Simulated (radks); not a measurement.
Results of a calculation; reference values are marked as such.
Spherical quantum dot in the effective-mass picture: electrons in a hard-walled sphere of radius 9.27, with a point charge +2 (a donor) at the centre, all in effective atomic units (hartree* = m*/eps^2 hartree, bohr* = eps/m* bohr), one dielectric constant everywhere. Level of theory: non-relativistic Kohn-Sham, LDA (Slater exchange, Perdew-Wang correlation), spin-polarised, spherical densities (a radial shooting solver with Libxc functionals). Levels are named by radial order and angular momentum (1s, 1p, 1d, 2s, ...), and open shells are averaged over m.

N = 39, configuration 1s2 1p6 1d10 2s2 1f14 1g(up 5, down 0). This is the lowest configuration that the search found. Occupied and some empty levels:

| level | occupation | eigenvalue (hartree*) | <r> (bohr*) |
|---|---|---|---|
| 1s down | 1 | 4.5171 | 0.9663 |
| 1s up | 1 | 4.5171 | 0.9667 |
| 2s up | 1 | 4.6873 | 7.293 |
| 2s down | 1 | 4.7022 | 7.279 |
| 1p up | 3 | 4.7070 | 7.323 |
| 1p down | 3 | 4.7220 | 7.310 |
| 1d up | 5 | 4.7463 | 7.372 |
| 1d down | 5 | 4.7615 | 7.362 |
| 1f up | 7 | 4.8040 | 7.428 |
| 1f down | 7 | 4.8193 | 7.420 |
| 1g up | 5 | 4.8792 | 7.485 |
| 1g down | 0 | 4.8948 | 7.479 |
| 1h up | 0 | 4.9713 | 7.541 |
| 1h down | 0 | 4.9871 | 7.537 |
| 3s up | 0 | 5.0909 | 4.807 |
| 3s down | 0 | 5.0951 | 4.783 |
| 2p up | 0 | 5.1278 | 4.802 |
| 2p down | 0 | 5.1320 | 4.771 |
| 2d up | 0 | 5.2347 | 5.413 |
| 2d down | 0 | 5.2404 | 5.393 |

Energy (hartree*): total 89.3098, kinetic 16.013, external -16.797, Hartree 99.574, exchange-correlation -9.4804.

Electron density:

| r (bohr*) | n(r) (e/bohr*^3) |
|---|---|
| 0.750 | 0.2208 |
| 1.44 | 0.02499 |
| 2.13 | 0.003450 |
| 2.82 | 0.0006443 |
| 3.51 | 0.0004328 |
| 4.20 | 0.0009686 |
| 4.89 | 0.002485 |
| 5.58 | 0.005887 |
| 6.27 | 0.01214 |
| 6.96 | 0.02032 |
| 7.65 | 0.02402 |
| 8.34 | 0.01468 |
| 9.03 | 0.001254 |
